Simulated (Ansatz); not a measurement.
Consider the ligand exchange at a B–F bond: `FB(F)[SiH3]` + HBr → `FB([SiH3])Br` + H–F.

Isolated molecules relaxed with PBE0-D4/def2-TZVP in Ansatz; ΔE leaves out vibrations. CCSD(T)/CBS is the MP2 limit (def2-TZVPP, def2-QZVPP) plus CCSD(T) − MP2 in def2-TZVPP, frozen cores. This one scheme is used for every species. Functionals use def2-TZVPP. B3LYP here is the variant with VWN-RPA as its local correlation; programs differ in this. For Br outer-core shells are correlated without core-valence functions, which leaves a few kJ/mol of doubt a bond. Scalar relativity is left out up to krypton.

```
             level  ΔE (kcal/mol)  difference from CCSD(T)/CBS
       LDA (SPW92)           17.5                          1.8
         revPBE-D4           14.9                         -0.8
         r2SCAN-D4           17.5                          1.8
           ωB97M-V           18.3                          2.6
            B2PLYP           18.6                          2.9
               PBE           16.7                          1.0
            revPBE           16.5                          0.8
             B3LYP           19.8                          4.1
           r2SCAN0           17.8                          2.1
           LC-ωPBE           18.8                          3.1
      MP2/def2-SVP           20.6                          4.9
     HF/def2-TZVPP           22.2                          6.5
SCS-MP2/def2-TZVPP           17.2                          1.5
SCS-MP2/def2-QZVPP           16.4                          0.7
     MP2/CBS(def2)           13.9                         -1.8
    CCSD/CBS(def2)           16.6                          0.9
       CCSD(T)/CBS           15.7                            0
```

Largest T1 diagnostic among the species: 0.014.

The D4 term adds −1.6 kcal/mol with B3LYP and −0.8 kcal/mol with PBE0; it sums over pairs of atoms, weighted by their polarisabilities, and B3LYP, whose exchange is more repulsive, gets the larger term. Leaving LDA and LC-ωPBE aside and taking each functional with its dispersion term where it has one, the values, not all of them listed here, spread over 5.3 kcal/mol, from revPBE-D4 to CAM-B3LYP-D4. LDA lies +0.8 kcal/mol from PBE without D4. At CCSD(T), def2-SVP lies +6.2 kcal/mol from the extrapolated value and def2-TZVPP +1.6 kcal/mol.
